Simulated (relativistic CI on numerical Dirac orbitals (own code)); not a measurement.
**Pt³⁺: 4d photoemission**

Computed with this model: Dirac-Coulomb-Breit CI, KLI orbitals optimised for each configuration, model QED (radiative potential, 1s self-energy scaled to tabulated hydrogen-like ionisation energies), multiplet model of photoemission in the sudden approximation, unscaled Slater integrals; configurations [Xe] 4f14 5d7 → [Kr] 4d9 4f14 5s2 5p6 5d7; 300 K; Lorentzian 3.5 eV and Gaussian 0.6 eV FWHM. Energies are those of the free ion, without screening or charge transfer. The energies are binding energies and can lie tens of eV above those of solids. S is read from ⟨S²⟩ = S(S + 1).

Field parameters in Wybourne normalisation: D4h B²₀ = −7Ds, B⁴₀ = 21(Dq − Dt), B⁴₄ = 21√(5/14) Dq. The field is a parameter set, without covalency.

free ion: ground-state S = 1.40, centroid 370.25 eV. Peaks (eV, height): 362.8 (100), 380.8 (74).

D4h, 10Dq = 20700, Ds = 2740, Dt = 900 cm⁻¹: ground-state S = 0.91, centroid 370.40 eV. Peaks (eV, height): 363.0 (100), 381.0 (70).

D4h, 10Dq = 30700, Ds = 1790, Dt = -180 cm⁻¹: ground-state S = 0.65, centroid 370.53 eV. Peaks (eV, height): 363.4 (100), 381.0 (69).

Strongest unbroadened transitions for D4h, 10Dq = 20700, Ds = 2740, Dt = 900 cm⁻¹:

| Energy (eV) | Relative strength |
| --- | --- |
| 362.52 | 50.6 |
| 362.53 | 100.0 |
| 362.82 | 42.8 |
| 362.87 | 68.6 |
| 362.88 | 34.2 |
| 363.08 | 79.0 |
| 363.11 | 17.1 |
| 363.21 | 51.0 |
| 363.43 | 19.9 |
| 380.31 | 47.5 |
| 380.43 | 88.2 |
| 380.74 | 38.6 |
| 380.76 | 21.9 |
| 380.77 | 57.3 |
| 380.96 | 22.2 |
| 381.06 | 25.0 |
| 381.14 | 24.9 |
| 381.28 | 21.7 |
